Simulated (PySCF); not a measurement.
# Simulated absorption spectrum

Compound: C7H13B.
Numbering: `[BH2:1][C@@H:2]1[CH2:3][CH2:4][CH2:5][C:6](=[CH2:7])[CH2:8]1` (hydrogens: H9, H10 on B1; H11 on C2; H12, H13 on C3; H14, H15 on C4; H16, H17 on C5; H18, H19 on C7; H20, H21 on C8)

Structure used (PBE0-D3(BJ)/def2-SVP), in Å, numbered top down from 1:
```xyz
21
C7H13B angstrom
B      2.6307   -0.5568    0.4133
C      1.1818   -0.4152   -0.1453
C      0.8728    1.0963    0.0061
C     -0.5251    1.4286   -0.5095
C     -1.5977    0.5816    0.1768
C     -1.2819   -0.8848    0.0752
C     -2.1379   -1.7804   -0.4273
C      0.0967   -1.2481    0.5520
H      2.8265   -0.8965    1.5611
H      3.5811   -0.2420   -0.2674
H      1.1617   -0.6289   -1.2299
H      1.6237    1.7009   -0.5285
H      0.9395    1.3847    1.0719
H     -0.5601    1.2448   -1.5970
H     -0.7357    2.5002   -0.3595
H     -1.6340    0.8618    1.2468
H     -2.5925    0.7945   -0.2430
H     -1.8769   -2.8404   -0.4985
H     -3.1309   -1.4845   -0.7784
H      0.2791   -2.3238    0.4054
H      0.1626   -1.0621    1.6408
```

Theory: TDDFT CAM-B3LYP/def2-SVPD, vertical, gas phase, core orbitals frozen in the response in PySCF 2.14.0, density-fitted response routines.

Each state is given a Gaussian of 0.4 eV full width at half maximum, with ε(max) = 2.175×10⁸ f / Δν̃ (Δν̃ the width in cm⁻¹). The width is an assumption, not a result. The curve ends short of the highest state used, and states not computed would add to its high-energy end.

```json
{"λ (nm)": "171.5", "ε (L mol⁻¹ cm⁻¹)": "15749"}
{"λ (nm)": "173.0", "ε (L mol⁻¹ cm⁻¹)": "20238"}
{"λ (nm)": "174.6", "ε (L mol⁻¹ cm⁻¹)": "23401"}
{"λ (nm)": "176.2", "ε (L mol⁻¹ cm⁻¹)": "24260"}
{"λ (nm)": "177.8", "ε (L mol⁻¹ cm⁻¹)": "22957"}
{"λ (nm)": "179.3", "ε (L mol⁻¹ cm⁻¹)": "20335"}
{"λ (nm)": "180.9", "ε (L mol⁻¹ cm⁻¹)": "16731"}
{"λ (nm)": "182.5", "ε (L mol⁻¹ cm⁻¹)": "12884"}
{"λ (nm)": "184.0", "ε (L mol⁻¹ cm⁻¹)": "9467"}
{"λ (nm)": "185.6", "ε (L mol⁻¹ cm⁻¹)": "6337"}
{"λ (nm)": "187.2", "ε (L mol⁻¹ cm⁻¹)": "3918"}
{"λ (nm)": "188.8", "ε (L mol⁻¹ cm⁻¹)": "2239"}
{"λ (nm)": "190.3", "ε (L mol⁻¹ cm⁻¹)": "1249"}
{"λ (nm)": "191.9", "ε (L mol⁻¹ cm⁻¹)": "669"}
{"λ (nm)": "193.5", "ε (L mol⁻¹ cm⁻¹)": "427"}
{"λ (nm)": "195.0", "ε (L mol⁻¹ cm⁻¹)": "399"}
{"λ (nm)": "196.6", "ε (L mol⁻¹ cm⁻¹)": "503"}
{"λ (nm)": "198.2", "ε (L mol⁻¹ cm⁻¹)": "686"}
{"λ (nm)": "199.8", "ε (L mol⁻¹ cm⁻¹)": "896"}
{"λ (nm)": "201.3", "ε (L mol⁻¹ cm⁻¹)": "1078"}
{"λ (nm)": "202.9", "ε (L mol⁻¹ cm⁻¹)": "1220"}
{"λ (nm)": "204.5", "ε (L mol⁻¹ cm⁻¹)": "1287"}
{"λ (nm)": "206.0", "ε (L mol⁻¹ cm⁻¹)": "1280"}
{"λ (nm)": "207.6", "ε (L mol⁻¹ cm⁻¹)": "1217"}
{"λ (nm)": "209.2", "ε (L mol⁻¹ cm⁻¹)": "1122"}
{"λ (nm)": "210.8", "ε (L mol⁻¹ cm⁻¹)": "1023"}
{"λ (nm)": "212.3", "ε (L mol⁻¹ cm⁻¹)": "942"}
{"λ (nm)": "213.9", "ε (L mol⁻¹ cm⁻¹)": "872"}
{"λ (nm)": "215.5", "ε (L mol⁻¹ cm⁻¹)": "817"}
{"λ (nm)": "217.0", "ε (L mol⁻¹ cm⁻¹)": "771"}
{"λ (nm)": "218.6", "ε (L mol⁻¹ cm⁻¹)": "719"}
{"λ (nm)": "220.2", "ε (L mol⁻¹ cm⁻¹)": "662"}
{"λ (nm)": "221.8", "ε (L mol⁻¹ cm⁻¹)": "599"}
{"λ (nm)": "223.3", "ε (L mol⁻¹ cm⁻¹)": "537"}
{"λ (nm)": "224.9", "ε (L mol⁻¹ cm⁻¹)": "473"}
{"λ (nm)": "226.5", "ε (L mol⁻¹ cm⁻¹)": "412"}
{"λ (nm)": "228.1", "ε (L mol⁻¹ cm⁻¹)": "357"}
{"λ (nm)": "229.6", "ε (L mol⁻¹ cm⁻¹)": "309"}
{"λ (nm)": "231.2", "ε (L mol⁻¹ cm⁻¹)": "263"}
{"λ (nm)": "232.8", "ε (L mol⁻¹ cm⁻¹)": "221"}
{"λ (nm)": "234.3", "ε (L mol⁻¹ cm⁻¹)": "184"}
{"λ (nm)": "235.9", "ε (L mol⁻¹ cm⁻¹)": "148"}
{"λ (nm)": "237.5", "ε (L mol⁻¹ cm⁻¹)": "116"}
{"λ (nm)": "239.1", "ε (L mol⁻¹ cm⁻¹)": "88"}
{"λ (nm)": "240.6", "ε (L mol⁻¹ cm⁻¹)": "66"}
{"λ (nm)": "242.2", "ε (L mol⁻¹ cm⁻¹)": "48"}
{"λ (nm)": "243.8", "ε (L mol⁻¹ cm⁻¹)": "33"}
{"λ (nm)": "245.3", "ε (L mol⁻¹ cm⁻¹)": "23"}
{"λ (nm)": "246.9", "ε (L mol⁻¹ cm⁻¹)": "15"}
{"λ (nm)": "248.5", "ε (L mol⁻¹ cm⁻¹)": "10"}
{"λ (nm)": "250.1", "ε (L mol⁻¹ cm⁻¹)": "6"}
{"λ (nm)": "251.6", "ε (L mol⁻¹ cm⁻¹)": "4"}
{"λ (nm)": "253.2", "ε (L mol⁻¹ cm⁻¹)": "2"}
{"λ (nm)": "254.8", "ε (L mol⁻¹ cm⁻¹)": "1"}
{"λ (nm)": "256.3", "ε (L mol⁻¹ cm⁻¹)": "1"}
{"λ (nm)": "257.9", "ε (L mol⁻¹ cm⁻¹)": "0"}
```

(1) Where are the band maxima, and which computed states make them?

(2) Coming from long wavelengths, where does ε first pass 100 L mol⁻¹ cm⁻¹?

(3) On this curve, what absorbance would a 10⁻⁴ mol/L sample give at 193 nm over a 1 cm path?

Answers

(1) 205 nm (6.05 eV), ε about 1300, made up of S3 (94%); 176 nm (7.04 eV), ε about 24000, made up of S4 (23%) and S6 (71%) (ε in L mol⁻¹ cm⁻¹; maxima over ε = 5, shares over 10%). The states used: S1 5.41 eV (f 0.0029); S2 5.71 eV (f 0.0088); S3 6.07 eV (f 0.018); S4 6.87 eV (f 0.146); S5 7.05 eV (f 0.020); S6 7.10 eV (f 0.272); S7 7.54 eV (f 0.0018); S8 7.56 eV (f 0.0040); S9 7.79 eV (f 0.0085); S10 7.83 eV (f 0.0012).

(2) At about 238 nm (5.20 eV), 0.21 eV below S1.

(3) 193 nm is 6.424 eV, where ε is about 470 L mol⁻¹ cm⁻¹, so A = ε c l ≈ 0.047 (Beer–Lambert, with the gas-phase spectrum and the assumed width).

The vertical ionisation energy (ΔSCF) is 9.06 eV, 1.23 eV above S10.

On one thread, Arm Neoverse N1 (aarch64), shared host with 64 logical CPUs at a one-minute load of 60, this took 6.3 min and 1.3 GiB of memory at its peak.

One conformer stands for the species.
